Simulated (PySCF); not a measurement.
Compound: C₅H₅NS.
Z-matrix (Å and degrees, PBE0-D3(BJ)/def2-SVP geometry), rows numbered from 1:
```
C 
C   1  1.3394
C   2  1.4496  1  126.73
C   3  1.3792  2  127.25  1  -179.89
N   4  1.3598  3  116.53  2   179.67
C   5  1.2971  4  110.53  3     0.12
S   6  1.7302  5  115.38  4     0.02
H   1  1.0945  2  121.94  3    -0.05
H   1  1.0917  2  120.95  3   179.98
H   2  1.0957  1  119.24  3  -179.98
H   4  1.0922  3  123.50  2    -0.18
H   6  1.0926  5  124.25  4   179.89
```

Level of theory: core-valence-separated Tamm–Dancoff BHandHLYP/aug-pcX-1 (pcseg-1 on H, def2-SVPD on S) in PySCF, non-relativistic, gas phase, PBE0-D3(BJ)/def2-SVP geometry. The energies are unshifted.

(1) Give energies, oscillator strengths and core holes at the N K edge.

(2) List the carbon K-edge absorption lines.

Results:

(1) 
```csv
E (eV),f,core hole on,main final orbital,polarisation
396.92,0.0571,N5,LUMO+4 (42 %),out of plane
399.64,0.0072,N5,LUMO (64 %),out of plane
401.10,0.0085,N5,LUMO+1 (76 %),in plane
401.49,0.0027,N5,LUMO+5 (71 %),in plane
402.02,0.0000,N5,LUMO+3 (42 %),–
402.29,0.0018,N5,LUMO+2 (30 %),in plane
402.43,0.0000,N5,LUMO+7 (73 %),–
```

The first line with a tenth or more of the strongest one's intensity is at 396.92 eV (f = 0.057), with the hole on N5 (pyridine-type nitrogen), polarised out of plane: a 1s→π* resonance. It is also the strongest listed.

(2) 
```csv
E (eV),f,core hole on,main final orbital,polarisation
282.27,0.0558,C1,LUMO (64 %),out of plane
282.89,0.0510,C2,LUMO (60 %),out of plane
283.50,0.0477,C4,LUMO (63 %),out of plane
283.57,0.0651,C6,LUMO (63 %),out of plane
283.60,0.0599,C3,LUMO (76 %),out of plane
285.82,0.0437,C3,spread,in plane
285.88,0.0094,C1,LUMO+2 (71 %),in plane
286.22,0.0085,C4,LUMO+4 (45 %),out of plane
286.30,0.0143,C1,spread,in plane
286.35,0.0315,C2,LUMO+2 (48 %),in plane
286.48,0.0133,C2,LUMO+7 (37 %),out of plane
286.73,0.0370,C6,LUMO+1 (33 %),in plane
286.88,0.0177,C4,LUMO+1 (36 %),in plane
286.98,0.0053,C1,LUMO+7 (48 %),out of plane
287.10,0.0147,C3,LUMO+7 (60 %),out of plane
287.27,0.0008,C1,LUMO+3 (41 %),–
287.34,0.0010,C2,LUMO+1 (46 %),–
287.43,0.0032,C1,LUMO+1 (45 %),in plane
287.53,0.0050,C1,LUMO+10 (49 %),out of plane
287.54,0.0082,C4,spread,in plane
287.55,0.0007,C3,LUMO+4 (71 %),–
287.68,0.0024,C2,LUMO+3 (50 %),in plane
287.76,0.0279,C6,LUMO+1 (40 %),in plane
```

The first line with a tenth or more of the strongest one's intensity is at 282.27 eV (f = 0.056), with the hole on C1 (terminal =CH2 carbon), polarised out of plane: a 1s→π* resonance. The strongest listed is at 283.57 eV (f = 0.065; C6, 1s→π*).

Roots within 0.03 eV whose holes lie on the same, on equivalent or on shared atoms are summed into one line, and the highest roots are left out, as the search may have cut off their partners. Final orbitals are the ground state's empty Kohn–Sham orbitals. A dash: too weak, shared between unlike atoms, or no plane or axis to refer to.

Task: What is the summed oscillator strength of the listed N K lines, and their intensity-weighted mean energy?

Result: Σf = 0.077 over 7 lines from 396.92 to 402.43 eV; the weighted mean is 397.92 eV. The strongest line holds 74 % of the sum.

Only the lowest roots of each edge were sought.

The run took 21 s of wall time on one thread, Arm Neoverse V1 (aarch64), shared host with 32 logical CPUs at a one-minute load of 10, and the process peaked at 0.88 GiB of memory.

One conformer stands for the species.
